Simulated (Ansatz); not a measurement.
A nudged elastic band was laid between two geometries of BrH + H6Si2 (10 atoms, charge 0, multiplicity 1).

Method: RKS PBE-D4/def2-SVP in Ansatz.

```
movable images  : 9
climbing image  : yes
spring          : 5.0 eV/Å²
optimiser       : quadratic models (default)
start path      : through a guess of the saddle point
force threshold : 0.05 eV/Å
iteration limit : 60
end points      : relaxed
```

Image 0:

```xyz
10
Properties=species:S:1:pos:R:3
Si 0.273 -0.006 0.085
Si 0.302 0.014 2.442
H -1.032 -0.428 3.003
H 1.347 -0.931 2.973
H 0.579 1.396 2.968
H 1.698 -0.007 -0.406
H -0.425 1.213 -0.445
H -0.413 -1.247 -0.415
Br -3.578 0.162 0.956
H -2.685 -0.167 2.039
```

Image 10:

```xyz
10
Properties=species:S:1:pos:R:3
Si -0.545 0.202 -0.690
Si -0.098 -0.259 3.302
H -0.365 -0.723 4.705
H 1.072 -1.018 2.739
H 0.217 1.210 3.306
H 0.430 0.881 0.227
H -0.200 0.502 -2.118
H -0.533 -1.279 -0.452
Br -2.600 0.991 -0.272
H -1.311 -0.508 2.451
```

What changes between the two ends?

Bonds broken: Si1–Si2, Br9–H10. Bonds formed: Si1–Br9, Si2–H10. BrH + H6Si2 becomes BrH3Si + H4Si.

What energy profile does the band end with?

The forces met the threshold. The highest image is number 5 of 0 to 10, 32.4 kcal/mol above the first end and 48.3 kcal/mol above the last; the last end lies 15.9 kcal/mol below the first. A vibrational analysis at the climbing image gives one clearly imaginary mode, 666i cm⁻¹: a first-order saddle point. The orbitals stay closed-shell, which can raise the energy where a bond breaks towards radicals; this wasn't checked here.

```csv
image,path coordinate (Å),energy (kcal/mol),Si1–Si2 (Å),Br9–H10 (Å),Si1–Br9 (Å)
0,0.00,0.0,2.36,1.44,3.95
1,0.61,-0.1,2.35,1.44,3.96
2,1.22,1.0,2.36,1.44,3.74
3,1.84,5.4,2.37,1.46,3.45
4,2.45,17.1,2.44,1.55,3.06
5,3.06,32.4,2.62,1.95,2.74
6,4.14,8.1,3.21,2.33,2.33
7,5.21,-12.1,3.80,2.63,2.25
8,6.29,-15.7,4.30,3.26,2.24
9,7.36,-15.8,4.20,3.34,2.24
10,8.44,-15.9,4.04,3.36,2.24
```

What is the geometry of the highest image?


```xyz
10
Properties=species:S:1:pos:R:3
Si -0.317 0.034 0.079
Si -0.008 -0.005 2.676
H -1.041 -0.094 3.766
H 0.892 -1.203 2.684
H 0.737 1.294 2.742
H 1.175 0.127 0.410
H -0.623 1.340 -0.577
H -0.445 -1.268 -0.640
Br -3.009 -0.163 0.566
H -1.295 -0.062 1.492
```

What are the harmonic wavenumbers there?

666i, 131, 146, 151, 232, 383, 415, 498, 551, 683, 735, 771, 860, 888, 906, 953, 970, 1399, 2013, 2165, 2194, 2197, 2211, 2239 cm⁻¹.

Time of the run: 8 min on 2 threads of AMD EPYC 7R43 64-Core Processor (Zen 3), with other jobs on the host, peak memory 0.16 GiB.
